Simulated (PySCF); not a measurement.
A calculated (LDA, PySCF 2.14, ANO-RCC-VTZP, scalar relativity by spin-free X2C-1e) atom or ion has these occupied shells.

```csv
shell,electrons,orbital energy (eV),"rms radius, mean of both spins (bohr)"
1s α,1,-40139.3,0.0281
1s β,1,-40139.3,0.0281
2s α,1,-6440.6,0.114
2s β,1,-6440.5,0.114
2p α,3,-5780.7,0.102
2p β,3,-5780.7,0.102
3s α,1,-1397.6,0.298
3s β,1,-1397.4,0.298
3p α,3,-1186.9,0.298
3p β,3,-1186.6,0.298
3d α,5,-882.88,0.275
3d β,5,-882.65,0.275
4s α,1,-293.25,0.678
4s β,1,-292.50,0.678
4p α,3,-224.14,0.720
4p β,3,-223.38,0.720
4d α,5,-123.79,0.803
4d β,5,-123.03,0.803
5s α,1,-53.858,1.60
5s β,1,-53.089,1.60
5p α,3,-36.428,1.85
5p β,3,-35.663,1.85
4f α,1,-18.731,1.25
5d α,1,-15.528,2.74
```

(1) Name the element and its charge.

Answers

(1) Ce²⁺ (cerium, charge +2), in [Xe] 4f1 5d1, one real determinant (an excited configuration).
